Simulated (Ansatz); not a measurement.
chlorobenzene (C₆H₅Cl), singlet, at a GFN2-xTB geometry; CCSD(T)/STO-3G run with Ansatz (a quantum-chemistry and plane-wave program).

Ansatz was given this input:
Ansatz 0.2 input:
```yaml
crystal:
  periodic: [false, false, false]
  atoms:
    - {symbol: Cl, position_ang: [2.23083293, 0.17830076, 0.00166627]}
    - {symbol: C, position_ang: [0.50565329, 0.04041467, 0.00037769]}
    - {symbol: C, position_ang: [-0.27011462, 1.18803954, 0.01931055]}
    - {symbol: C, position_ang: [-1.64922549, 1.07045173, 0.01816171]}
    - {symbol: C, position_ang: [-2.24493585, -0.17942795, -0.00167681]}
    - {symbol: C, position_ang: [-1.45823275, -1.31881734, -0.02048276]}
    - {symbol: C, position_ang: [-0.07795243, -1.21585902, -0.01957054]}
    - {symbol: H, position_ang: [0.20129330, 2.15822886, 0.03470485]}
    - {symbol: H, position_ang: [-2.25874719, 1.96145975, 0.03286497]}
    - {symbol: H, position_ang: [-3.32098418, -0.26543181, -0.00248054]}
    - {symbol: H, position_ang: [-1.91846938, -2.29532648, -0.03598506]}
    - {symbol: H, position_ang: [0.54159475, -2.09885305, -0.03414996]}
basis:
  gaussian:
    orbitals: STO-3G
magnetization: {spin_polarized: false}
correlation: {method: ccsd_t}
```

The log (banner, timings and long lists left out):

```
Functional definition: HF
596 factors; integrals over basis functions are off by at most 3.7e-5 eV
mean field evaluation 1: about -18553.1123 eV, gradient 2.2e1 eV
mean field evaluation 2: about -18553.3891 eV, gradient 2.2e1 eV
mean field evaluation 4: about -18555.2504 eV, gradient 2.5e0 eV
mean field evaluation 8: about -18555.2736 eV, gradient 1.9e-2 eV
mean field evaluation 16: about -18555.0139 eV, gradient 4.0e-1 eV
mean field -18555.27359701 eV, -681.8937274740 hartree, gradient 1.8e-6 eV, S^2 0.000000; 0 other end points of the search recorded, 0 dependent functions left out; unrestricted orbitals would lower it
11 core orbitals not correlated
reference -18555.27359701 eV, -681.8937274740 hartree; 18, 18 occupied and 15, 15 virtual orbitals, 596 factors
second order -9.57565448 eV of doubles, -0.00000000 eV of singles
cycle   1  -10.65785016 eV  change    -1.1e0 eV  update   9.7e-2
cycle   2  -11.31459552 eV  change   -6.6e-1 eV  update   4.5e-2
cycle   3  -11.46979303 eV  change   -1.6e-1 eV  update   1.8e-2
cycle   4  -11.50093235 eV  change   -3.1e-2 eV  update   7.0e-3
cycle   5  -11.49858689 eV  change    2.3e-3 eV  update   1.5e-3
cycle   6  -11.49718714 eV  change    1.4e-3 eV  update   5.3e-4
cycle   7  -11.49743909 eV  change   -2.5e-4 eV  update   1.6e-4
cycle   8  -11.49753927 eV  change   -1.0e-4 eV  update   4.4e-5
cycle   9  -11.49752313 eV  change    1.6e-5 eV  update   1.1e-5
perturbative correction -0.23982451 eV, -0.0088133882 hartree
Total energy: -18567.01094465 eV, -682.3250670440 hartree
```
